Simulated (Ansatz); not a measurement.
`[CH3][Al]([F])[F]` + `C[SeH]` → `C[Se][Al]([F])[F]` + CH₄ at 700 K and 1 bar (ligand exchange at the Al–C bond).

Isolated molecules relaxed with PBE0-D4/def2-TZVP in Ansatz; ΔE leaves out vibrations. CCSD(T)/CBS is the MP2 limit (def2-TZVPP, def2-QZVPP) plus CCSD(T) − MP2 in def2-TZVPP, frozen cores. This one scheme is used for every species. For Se outer-core shells are correlated without core-valence functions, which leaves a few kJ/mol of doubt a bond. Scalar relativity is left out up to krypton. Each species was taken in one conformer, which may not be the lowest.

```
            species  CCSD(T)/CBS energy (Eh)  H − E (kJ/mol)  S (J/(mol·K))
`[CH3][Al]([F])[F]`               -481.63134           165.3          413.1
           `C[SeH]`              -2441.15625           157.6          325.3
`C[Se][Al]([F])[F]`              -2882.36734           186.0          478.6
                CH₄                -40.46206           145.9          224.0
```

H − E and S are ideal-gas, rigid-rotor, harmonic terms from PBE0-D4/def2-TZVP, for one conformer and one mirror image of each species. 1 Eh = 2625.50 kJ/mol, R = 8.31446 J/(mol·K).

Question: By hand: ΔE, ΔH, ΔS and ΔG.

Answer: ΔE = (-2882.36734) + (-40.46206) − (-481.63134) − (-2441.15625) = -0.04181 Eh = -109.8 kJ/mol. Δ(H − E) = 186.0 + 145.9 − 165.3 − 157.6 = 9.0, so ΔH = -100.8 kJ/mol. ΔS = 478.6 + 224.0 − 413.1 − 325.3 = -35.8 J/(mol·K). ΔG = -100.8 − 700 × (-35.8)/1000 = -75.7 kJ/mol.

Question: By hand: the equilibrium constant, and the temperature at which ΔG would vanish if ΔH and ΔS stayed fixed.

Answer: log₁₀ K = −ΔG/(RT ln 10) = 5.6. ΔG = 0 at ΔH/ΔS = 2816 K, far beyond where these terms or the molecules hold.

ΔH outweighs TΔS. A doubt of 5 kJ/mol in ΔE shifts log₁₀ K by 0.4 here. Other conformers and mirror images would add mixing entropy, several J/(mol·K) or more a flexible species. Modes under 60 cm⁻¹, often nearly free rotors, make the harmonic entropy too high. These are equilibria of isolated gas molecules and say nothing of rates. Largest T1 diagnostic: 0.012 (customary marks: 0.02 for closed shells, 0.045 for open ones).
